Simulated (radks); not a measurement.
Effect of the nuclear size on the iridium ion Ir+, [Xe] 4f14 5d7 6s1. Calculated with a radial shooting solver on a logarithmic mesh with Libxc functionals: Dirac Kohn-Sham, PBE, spin-unpolarised, spherical densities, finite nucleus; open shells fill j = l - 1/2 first; Fermi nuclear charge, rms radius 5.4032 fm. The rms radius is varied about that value; shifts are against it.

\begin{tabular}{lrrrrrrrrr}
rms radius (fm) & total energy shift (eV) & density at nucleus (e/bohr^3) & 1s1/2 shift (meV) & 2s1/2 shift (meV) & 4p1/2 shift (meV) & 5s1/2 shift (meV) & 5p1/2 shift (meV) & 6s1/2 shift (meV) & 6p1/2 (empty) shift (meV) \\ \hline
4.7602 & -17.8 & 1.91e+06 & -7180 & -1040 & -0.731 & -10.8 & 0.155 & -1.10 & 0.098 \\
5.1817 & -6.30 & 1.85e+06 & -2540 & -368 & -0.260 & -3.83 & 0.055 & -0.389 & 0.035 \\
5.4032 & 0 & 1.821e+06 & 0.000 & 0.000 & 0.000 & 0.000 & 0.000 & 0.000 & 0.000 \\
5.8138 & 12.1 & 1.771e+06 & 4870 & 706 & 0.502 & 7.36 & -0.104 & 0.748 & -0.066 \\
6.0462 & 19.2 & 1.745e+06 & 7730 & 1120 & 0.799 & 11.7 & -0.165 & 1.19 & -0.105 \\
\end{tabular}

Slopes of the eigenvalues against <r^2> in GHz/fm^2, as finite differences over the two radii next to the reference (eigenvalue slopes, not the field-shift constants of lines): 1s1/2 258000, 2s1/2 37400, 4p1/2 26.5, 5s1/2 389, 5p1/2 -5.53, 6s1/2 39.6, 6p1/2 (empty) -3.52.
